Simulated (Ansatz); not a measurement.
`F[Si]Br` + H₂O → `O[Si]F` + HBr at 298.15 K and 1 bar (formal hydrolysis of the Si–Br bond).

Calculated with Ansatz (gas phase, PBE0-D4/def2-TZVP geometries, no zero-point term in ΔE). CBS: MP2 limit from def2 TZ/QZ plus the TZ coupled-cluster correction, frozen cores. This one scheme is used for every species. For Br outer-core shells are correlated without core-valence functions, which leaves a few kJ/mol of doubt a bond. Scalar relativity is left out up to krypton. Each species was taken in one conformer, which may not be the lowest.

```json
{"species": "`F[Si]Br`", "CCSD(T)/CBS energy (Eh)": "-2962.26094", "H − E (kJ/mol)": "21.2", "S (J/(mol·K))": "287.3"}
{"species": "H₂O", "CCSD(T)/CBS energy (Eh)": "-76.37941", "H − E (kJ/mol)": "66.4", "S (J/(mol·K))": "188.7"}
{"species": "`O[Si]F`", "CCSD(T)/CBS energy (Eh)": "-464.72778", "H − E (kJ/mol)": "54.9", "S (J/(mol·K))": "266.8"}
{"species": "HBr", "CCSD(T)/CBS energy (Eh)": "-2573.91920", "H − E (kJ/mol)": "24.6", "S (J/(mol·K))": "198.6"}
```

H − E and S are ideal-gas, rigid-rotor, harmonic terms from PBE0-D4/def2-TZVP, for one conformer and one mirror image of each species. 1 Eh = 2625.50 kJ/mol, R = 8.31446 J/(mol·K).

Question: By hand: ΔE, ΔH, ΔS and ΔG.

Answer: ΔE = (-464.72778) + (-2573.91920) − (-2962.26094) − (-76.37941) = -0.00663 Eh = -17.4 kJ/mol. Δ(H − E) = 54.9 + 24.6 − 21.2 − 66.4 = -8.1, so ΔH = -25.5 kJ/mol. ΔS = 266.8 + 198.6 − 287.3 − 188.7 = -10.6 J/(mol·K). ΔG = -25.5 − 298.15 × (-10.6)/1000 = -22.3 kJ/mol.

Question: By hand: the equilibrium constant, and the temperature at which ΔG would vanish if ΔH and ΔS stayed fixed.

Answer: log₁₀ K = −ΔG/(RT ln 10) = 3.9. ΔG = 0 at ΔH/ΔS = 2406 K, though so small a ΔS makes that figure unsure.

The number of gas molecules stays the same, so ΔS is small and ΔH decides. A doubt of 5 kJ/mol in ΔE shifts log₁₀ K by 0.9 here. Other conformers and mirror images would add mixing entropy, several J/(mol·K) or more a flexible species. These are equilibria of isolated gas molecules and say nothing of rates. Largest T1 diagnostic: 0.015 (customary marks: 0.02 for closed shells, 0.045 for open ones).
